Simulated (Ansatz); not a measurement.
The cluster Li₉O₅. Charge 0, multiplicity 2. Geometry PBE-D4/def2-SVP.

```
atom    x (Å)    y (Å)    z (Å)
 Li1   0.0147   0.4203   0.1693
 Li2   1.4224  -1.5394  -0.7777
 Li3  -2.0180   0.0341   1.2104
 Li4   1.9118   1.5112   0.0839
 Li5   0.2506  -3.5829  -2.7898
 Li6  -1.2029   1.9704  -0.7851
 Li7  -0.1976   2.2057   1.8741
 Li8  -1.1831  -1.1553  -1.5046
 Li9   1.0472  -0.4179   2.0656
 O10   1.7457  -0.2628   0.4358
 O11   0.1788  -2.2566  -1.8337
 O12  -1.7212   0.2483  -0.5315
 O13   0.2985   2.3623   0.1784
 O14  -0.5470   0.4626   2.2048
```

LC-ωPBE has ω = 0.4 bohr⁻¹. At PBE-D4/def2-SVP, PBE-D4/def2-TZVP the gap within one spin of the charge 0 doublet nearly closes, so an electron or hole may be smeared out by delocalisation error. Another isomer (doublet) lies 0.64 eV lower at PBE0-D4/def2-TZVP; other spin states weren't run for this one.

Task: Estimate the α-spin orbital energies around the gap (eV) in Ansatz with PBE-D4/def2-SVP, PBE-D4/def2-TZVP, PBE0-D4/def2-SVP, PBE0-D4/def2-TZVP, LC-ωPBE/def2-TZVP.

Result: 
```
orbital  PBE-D4/def2-SVP  PBE-D4/def2-TZVP  PBE0-D4/def2-SVP  PBE0-D4/def2-TZVP  LC-ωPBE/def2-TZVP
HOMO−13            -5.45             -5.56             -7.68              -7.80             -11.82
HOMO−12            -5.30             -5.40             -7.53              -7.65             -11.67
HOMO−11            -4.85             -4.94             -6.63              -6.72              -9.00
HOMO−10            -4.70             -4.79             -6.54              -6.63              -8.95
 HOMO−9            -4.63             -4.73             -6.46              -6.55              -8.92
 HOMO−8            -4.52             -4.60             -5.74              -5.83              -8.57
 HOMO−7            -4.45             -4.50             -5.55              -5.63              -8.28
 HOMO−6            -4.41             -4.49             -5.53              -5.59              -8.27
 HOMO−5            -4.31             -4.40             -5.48              -5.56              -8.23
 HOMO−4            -4.21             -4.30             -5.41              -5.49              -8.06
 HOMO−3            -4.17             -4.26             -5.24              -5.32              -8.00
 HOMO−2            -4.09             -4.19             -5.15              -5.23              -7.88
 HOMO−1            -3.92             -4.00             -4.92              -5.01              -7.59
   HOMO            -3.76             -3.87             -4.74              -4.85              -7.51
   LUMO            -1.43             -1.41             -0.77              -0.74               0.45
 LUMO+1            -0.66             -0.69             -0.25              -0.25               0.83
 LUMO+2            -0.16             -0.09              0.28               0.40               1.46
 LUMO+3            -0.05              0.05              0.35               0.50               1.54
 LUMO+4             0.02              0.11              0.46               0.60               1.72
 LUMO+5             0.23              0.34              0.75               0.96               2.02
 β HOMO            -3.51             -3.61             -4.50              -4.58              -7.09
 β LUMO            -3.48             -3.59             -2.86              -2.96              -1.15
```
